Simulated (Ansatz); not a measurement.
Basis-set extrapolation for B2FH5Si (`FBB[SiH3]`) (PBE0-D4/def2-TZVP geometry, frozen core, the Gaussian-basis code of Ansatz). Multiplicity 1, RHF reference.

|  | def2-TZVPP | def2-QZVPP |
| --- | --- | --- |
| HF | -440.727053 | -440.742850 |
| MP2 correlation | -0.565935 | -0.611873 |
| CCSD(T) correlation | -0.634367 | not run |

Energies in hartree. Use E(X) = E(∞) + A·exp(−7.88·√X) for Hartree–Fock and E(X) = E(∞) + B·X^(−2.97) for correlation, with X = 3 and 4, and add CCSD(T) minus MP2 of the smaller set to the MP2 limit.

What is the CCSD(T) energy at the basis-set limit?

HF limit: -440.742850 + (-0.015797) × 0.13774 = -440.74503. MP2 limit: -0.611873 + (-0.045938) × 0.74074 = -0.64590. Higher-order term: -0.634367 − (-0.565935) = -0.06843. Total: -441.45936 hartree, 2.67 eV below CCSD(T)/def2-TZVPP.
